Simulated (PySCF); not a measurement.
C3H3O4S (charge -1).
Numbering: `[CH3:1][C:2](=[C:3]=[O:4])[S:5](=[O:6])(=[O:7])[O-:8]` (hydrogens: H9, H10, H11 on C1)

Cartesian coordinates in Å at the GFN2-xTB level; atoms count from 1:
```xyz
11
C3H3O4S angstrom
C     -1.067   -0.525    0.777
C     -0.401    0.215   -0.319
C     -0.735    0.906   -1.326
O     -0.927    1.564   -2.291
S      1.437    0.034   -0.063
O      1.606   -1.411   -0.113
O      2.103    0.755   -1.129
O      1.614    0.610    1.261
H     -0.673   -1.541    0.784
H     -0.800   -0.060    1.727
H     -2.152   -0.544    0.665
```

Computed with TDDFT CAM-B3LYP/def2-SVPD, vertical, gas phase, core orbitals frozen in the response in PySCF 2.14.0, density-fitted response routines.

Ground-to-excited transition dipoles (e·a0, same axes as the geometry; the sign carries no meaning), for the states with f of 0.002 or more among the lowest 5:

| state | E (eV) | μx | μy | μz |
| --- | --- | --- | --- | --- |
| S4 | 5.759 | 0.608 | -0.196 | 0.284 |
| S5 | 6.180 | -0.580 | 0.171 | -0.239 |

(1) What oscillator strength does each state have?

(2) Which bond between heavy atoms lies closest to the direction of the S4 transition dipole?

(3) What angle do the transition dipoles of S4 and S5 make?

(4) What peak molar absorption coefficient would the strongest computed level give as a lone Gaussian band 0.3 eV wide at half height?

Results:

(1) f = (2/3) ΔE |μ|² with ΔE in hartree (27.2114 eV).

```
state  |μ|² (au)  |μ| (D)      f
   S4      0.488     1.78  0.069
   S5      0.423     1.65  0.064
```

(2) C2–S5, at 20° from it; next C2–C3 at 45°.

(3) |cos θ| = |μa·μb| / (|μa| |μb|) = 1.00, so θ ≈ 3° (taken between 0 and 90°, since the signs are arbitrary).

(4) ε(max) = 2.175×10⁸ f / FWHM, with the width in cm⁻¹. S4: 2.175×10⁸ × 0.0689 / 2420 ≈ 6200 L mol⁻¹ cm⁻¹.

No detachment energy is given for this anion; states above it aren't bound, and a finite basis only mimics them.

On one thread of an Arm Neoverse V2, shared host, this took 41 s of wall time.
